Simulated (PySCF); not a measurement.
Species: C4H13Si2 (doublet state).
SMILES with atom numbers: `[CH3:1][CH2:2][SiH:3][C@H:4]([CH3:5])[SiH3:6]` (hydrogens: H7, H8, H9 on C1; H10, H11 on C2; H12 on Si3; H13 on C4; H14, H15, H16 on C5; H17, H18, H19 on Si6)

Cartesian coordinates in Å at the GFN2-xTB level; atoms count from 1:
```
atom  x, y, z in Å
C1     3.1636    0.2831   -0.3058
C2     1.7392    0.6776    0.0584
Si3    0.5093   -0.7539   -0.1968
C4    -1.2448   -0.3366    0.4341
C5    -2.1819   -1.5240    0.2303
Si6   -1.9427    1.2449   -0.3663
H7     3.4983   -0.5525    0.3049
H8     3.8523    1.1128   -0.1524
H9     3.2218   -0.0185   -1.3491
H10    1.7160    0.9974    1.1043
H11    1.4445    1.5435   -0.5361
H12    1.0114   -1.9866    0.4375
H13   -1.1650   -0.1580    1.5136
H14   -2.3166   -1.7291   -0.8299
H15   -1.7840   -2.4246    0.6964
H16   -3.1625   -1.3277    0.6628
H17   -1.9287    1.0838   -1.8219
H18   -1.1233    2.3963    0.0193
H19   -3.3167    1.4814    0.0892
```

The hyperfine couplings belong to this conformer and change with its torsions.

Computed, not measured: UKS B3LYP, pcH-1 on C H Si, non-relativistic, mean-field spin-orbit, GIAO (PySCF 2.14.0). One conformer (not necessarily the lowest) at the GFN2-xTB geometry, without solvent, vibrations or thermal averaging. Couplings are sensitive to structure, and on GFN2-xTB geometries they can be far from those on DFT ones, by a factor of two or more for some ions and for spin on atoms past the first row. Stability of the SCF solution: not tested.

Problem. Predict the first-order ENDOR lines of H12, H10, H13, H11, H14/H15/H16 and H7/H8/H9 under fast tumbling at B = 334.2 mT (X band).

Solution. For S = 1/2 in fast tumbling each set of equivalent nuclei gives two lines, ν± = |νn ± a/2| to first order, with νn = g_N μN B/h and μN/h = 7.62259 MHz/T.

```
     nuclei  isotope     g_N  νn (MHz)  a_iso (MHz)  lower line (MHz)  upper line (MHz)
        H12       1H  5.5857     14.23        56.84             14.19             42.65
        H10       1H  5.5857     14.23        52.61             12.07             40.53
        H13       1H  5.5857     14.23        47.32              9.43             37.89
        H11       1H  5.5857     14.23         5.61             11.42             17.03
H14/H15/H16       1H  5.5857     14.23        -0.84             13.81             14.65
   H7/H8/H9       1H  5.5857     14.23        -0.65             13.90             14.55
```

Problem. Which pairs are centred on the nuclear Larmor frequency, and which on half the coupling?

Solution. Centred on νn, since |a| < 2νn: H11, H14/H15/H16 and H7/H8/H9. Centred on |a|/2 and split by 2νn: H12, H10 and H13.

Problem. At what field would the lower line of H13 fall to zero frequency?

Solution. Where νn = |a|/2, that is B = 23.66 MHz/(5.5857 × 7.62259 MHz/T) = 556 mT, as far as first order holds there.

Nuclei that the bonding pattern makes equivalent are averaged, as if the motion that swaps them (rotation, inversion, ring flip) were fast.

The largest Mulliken spin population is on Si3 (+0.96). The angles at Si3 add up to 333.8°, so it is pyramidal.

Hardware: an Arm Neoverse V1 with one thread (shared host). Cost: 1.9 min wall (with the writing of density and orbital grids), 1.1 GiB resident at most.
